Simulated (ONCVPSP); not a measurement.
vanadium (V): variants of one ONCV potential

Base potential:

V (Z = 23), optimised norm-conserving Vanderbilt (ONCV), made with ONCVPSP 4.0.1 (PBE, scalar-relativistic). Core [Ne], reference 3s2 3p6 3d3 4s2. Waves: 3s+4s: rc 1.30 bohr, ncon 4, nbas 9, qcut 12 1/bohr, 2 projectors; 3p: rc 0.90 bohr, ncon 5, nbas 8, qcut 10.1 1/bohr, 3 projectors, debl 0.8 Ha; 3d: rc 1.40 bohr, ncon 4, nbas 9, qcut 13.4 1/bohr, 2 projectors, debl 1 Ha. Local part: polynomial inside 0.75 bohr (lpopt 5, dvloc0 0 Ha). Core correction: Teter function, fcfact 4.25, rcfact 1.15.

In the p channel the program set the typed energies aside and used -1.618, 0.250, 1.050 Ha.

Cutoffs, loose and tight: the cutoffs (Ha) at which the residual kinetic energy of the hardest occupied pseudo-wave falls to 1 and 0.1 mHa per electron. They do not see the model core or the augmentation charge, which bear on the density cutoff. Test errors are all-electron minus pseudo excitation energies from the reference, over the configurations 3s2 3p6 3d3 4s1; 3s2 3p6 3d3 4s0; 3s2 3p6 3d2 4s0; 3s2 3p6 3d4 4s0. A dash means not determined; rows that change the core or the reference have their own tests.

A true bound ghost makes a file unfit for plane-wave use even where its test errors are small: the radial tests pick states by their node count and pass the ghost by.

```csv
change,outcome,"cutoff, loose","cutoff, tight",bound ghosts,GHOST(+) flags above zero,largest test error (meV)
base,"generated, projector energies reset by the program",55 Ha,78 Ha,p,"s, p",+6.4
"local potential polynomial inside 0.75 bohr (lpopt 5, dvloc0 -2 Ha)","generated, projector energies reset by the program",55 Ha,78 Ha,p,s,+6.4
"local potential polynomial inside 0.75 bohr (lpopt 5, dvloc0 -1 Ha)","generated, projector energies reset by the program",55 Ha,78 Ha,p,"s, p",+6.4
"local potential polynomial inside 0.75 bohr (lpopt 5, dvloc0 2 Ha)","generated, projector energies reset by the program",55 Ha,78 Ha,p,"s, p",+6.4
"local potential polynomial inside 0.75 bohr (lpopt 5, dvloc0 2.5 Ha)","generated, projector energies reset by the program",55 Ha,78 Ha,p,"s, p",+6.4
"local potential polynomial inside 0.75 bohr (lpopt 5, dvloc0 4.5 Ha)","generated, projector energies reset by the program",55 Ha,78 Ha,p,p,+6.4
"local potential polynomial inside 0.75 bohr (lpopt 5, dvloc0 5.5 Ha)","generated, projector energies reset by the program",55 Ha,78 Ha,p,p,+6.4
"local potential polynomial inside 0.75 bohr (lpopt 5, dvloc0 7 Ha)","generated, projector energies reset by the program",55 Ha,78 Ha,p,p,+6.4
"local potential polynomial inside 0.75 bohr (lpopt 5, dvloc0 8 Ha)","generated, projector energies reset by the program",55 Ha,78 Ha,p,p,+6.4
"local potential polynomial inside 0.75 bohr (lpopt 5, dvloc0 9 Ha)","generated, projector energies reset by the program",55 Ha,78 Ha,p,p,+6.4
```

Reading the sweep of the dvloc0 (base included, trends over the rows without a ghost): Bound ghosts are found at -2, -1, 0, 2, 2.5, 4.5, 5.5, 7, 8, 9 Ha. Every judged row has one, so this setting neither creates nor removes them.
